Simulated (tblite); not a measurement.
Torsional barriers computed with GFN2-xTB (tblite), climbing-image nudged elastic band, gas phase; electronic energies of the top image counted from the start geometry. The bands met a force threshold of 0.05 eV/Å; their tops weren't refined or checked by frequencies and can lie a kcal/mol or more above the method's true saddle points. Atom numbers follow the mapped SMILES.

Problem. Rank the forward barriers of these bands, lowest first.
A. `[CH3:1][C:2]1([C@@H:3]([Cl:4])[CH2:5][F:6])[CH:7]=[CH:8]1`: Cl4–C3–C2–C7 from 143° to -79°
B. `[O:1]=[C:2]([OH:3])/[CH:4]=[CH:5]\[CH2:6][C:7]([F:8])([F:9])[F:10]`: C5–C6–C7–F10 from -61° to 59°
C. `[CH3:1][C:2](=[C:3]=[CH:4][CH2:5][Cl:6])[CH2:7][F:8]`: C1–C2–C7–F8 from -59° to 61°

Solution. C (1.3 kcal/mol), B (2.3 kcal/mol), A (3.2 kcal/mol).

```csv
SMILES,ends of the turned bond,barrier (kcal/mol),end above start (kcal/mol),dihedral at top (°),bond at start (Å),bond at top (Å),Eyring rate at 298 K (s⁻¹)
CC(=C=CCCl)CF,outer carbon of cumulated double bonds / sp3 C–F carbon,1.3,0.1,0,1.508,1.515,7 × 10^11
O=C(O)/C=C\CC(F)(F)F,allylic carbon / CF3 carbon,2.3,0.0,-1,1.518,1.529,1 × 10^11
CC1([C@@H](Cl)CF)C=C1,sp3 C–Cl carbon / allylic carbon,3.2,-0.4,-148,1.517,1.537,3 × 10^10
```

Rates take the electronic barrier for the free energy of activation. GFN2-xTB barriers can miss by several kcal/mol, and conformer orders can be wrong, so the ranking may change at better levels.
